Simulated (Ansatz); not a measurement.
System: GeH₂Br₂, charge 0, singlet. GeH2Br2 (SMILES [Br][GeH2][Br]).
B3LYP-D3(BJ)/def2-TZVP minimum from Ansatz (a quantum-chemistry and plane-wave program):
```xyz
5

Ge    -0.0158    -0.8865     0.0234
Br     1.8961     0.4213     0.0222
Br    -1.8799     0.4867    -0.0462
H     -0.0532    -1.6721     1.3361
H     -0.0076    -1.7411    -1.2460
```

Total energies in cc-pVTZ, 20 correlated electrons, 42 frozen orbitals. UHF or UKS for unpaired electrons; spin-orbit terms are left out. Cores are frozen in correlated methods (noble-gas shells, and filled d and f shells in the p block). No relativity. Spin-orbit terms, left out, reach several kcal/mol for Br and I, and more for heavier atoms.

```
method    program  energy (Eh)  minus CCSDT(Q) (mEh)
--------  -------  -----------  --------------------
HF         Ansatz  -7221.58801                496.79
MP2        Ansatz  -7222.02208                 62.72
CCSD       Ansatz  -7222.06414                 20.66
CCSD(T)    Ansatz  -7222.08279                  2.00
CCSDT(Q)   Ansatz  -7222.08480                  0.00
```

Rough core times of Ansatz's runs on a shared machine: CCSD(T) under 20 s, CCSDT(Q) 30 min.
